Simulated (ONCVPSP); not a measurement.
**What the settings do to the ONCV potential of magnesium**

Base potential:

Mg (Z = 12), optimised norm-conserving Vanderbilt (ONCV), made with ONCVPSP 4.0.1 (LDA (Perdew-Wang 92), scalar-relativistic). Core [He], reference 2s2 2p6 3s1 (charge +1). Waves: 2s+3s: rc 1.10 bohr, ncon 4, nbas 7, qcut 11 1/bohr, 2 projectors; 2p: rc 0.70 bohr, ncon 4, nbas 7, qcut 15.9 1/bohr, 1 projector; d scattering state at 0.46 Ha: rc 0.70 bohr, ncon 3, nbas 7, qcut 13.1 1/bohr, local. Local part: the d channel. Core correction: Teter function fitted to the true core (icmod 2), fcfact 0.3.

Cutoffs, loose and tight: the cutoffs (Ha) at which the residual kinetic energy of the hardest occupied pseudo-wave falls to 1 and 0.1 mHa per electron. They do not see the model core or the augmentation charge, which bear on the density cutoff. Test errors are all-electron minus pseudo excitation energies from the reference, over the configurations 2s2 2p6 3s2; 2s2 2p6 3s0; 2s2 2p6 3s1.5; 2s1 2p6 3s2. A dash means not determined; rows that change the core or the reference have their own tests.

```tsv
change	outcome	cutoff, loose	cutoff, tight	bound ghosts	GHOST(+) flags above zero	largest test error (meV)
base	generated	116 Ha	238 Ha	none	none	-122
functional Wu-Cohen	generated	116 Ha	236 Ha	none	none	-136
p: qcut 12	generated	277 Ha	324 Ha	none	none	-144
all radii but the core radius scaled by about 1.09 (s 1.20, p 0.76, d 0.76 bohr)	generated	108 Ha	124 Ha	none	none	-162
s: qcut 7.6; p: qcut 11; d: qcut 9.1	generated	289 Ha	341 Ha	none	none	-171
p: nproj 3	generated	116 Ha	238 Ha	none	none	-116
s: qcut 11.6	generated	116 Ha	238 Ha	none	none	-116
d: rc 0.68	generated	116 Ha	238 Ha	none	none	-122
```
